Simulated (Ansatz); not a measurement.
C₂H₆GaNS (`C[N]1C[S][GaH]1`). Total charge 0; spin multiplicity 1. All single points use the PBE0-D4/def2-TZVP geometry.

```xyz
11

C    -0.327   -0.477   -1.354
N    -0.150   -0.117    0.021
C     0.920    0.792    0.356
S     0.805    0.991    2.181
Ga   -0.839   -0.400    1.689
H    -0.537    0.397   -1.986
H     0.561   -0.977   -1.767
H    -1.169   -1.166   -1.453
H     1.912    0.394    0.103
H     0.808    1.776   -0.118
H    -1.984   -1.213    2.327
```

Q: What is the dipole moment at PBE/def2-TZVPP? (Estimate.)

A: The calculation gave: 2.15 D, with components (-0.95, -1.02, -1.64) D in this frame, pointing from negative to positive charge.

Q: And with r2SCAN, B3LYP, ωB97M-V? (An estimate is asked.)

A: The calculation gave: r2SCAN 2.24 D, B3LYP 2.16 D, ωB97M-V 2.20 D.

Q: Give the Mulliken charges with PBE, ωB97M-V, B3LYP in def2-TZVPP. (An estimate is asked.)

A: The calculation gave: 
| atom | PBE | ωB97M-V | B3LYP |
| --- | --- | --- | --- |
| C1 | -0.17 | -0.21 | -0.15 |
| N2 | -0.17 | -0.27 | -0.24 |
| C3 | -0.01 | -0.09 | 0.00 |
| S4 | -0.25 | -0.24 | -0.27 |
| Ga5 | 0.13 | 0.18 | 0.19 |
| H6 | 0.09 | 0.11 | 0.09 |
| H7 | 0.09 | 0.11 | 0.09 |
| H8 | 0.08 | 0.10 | 0.08 |
| H9 | 0.10 | 0.13 | 0.10 |
| H10 | 0.10 | 0.13 | 0.10 |
| H11 | 0.02 | 0.06 | 0.02 |

B3LYP here is the variant with VWN-RPA as its local correlation; programs differ in this.

Results of the Gaussian-basis code of Ansatz.
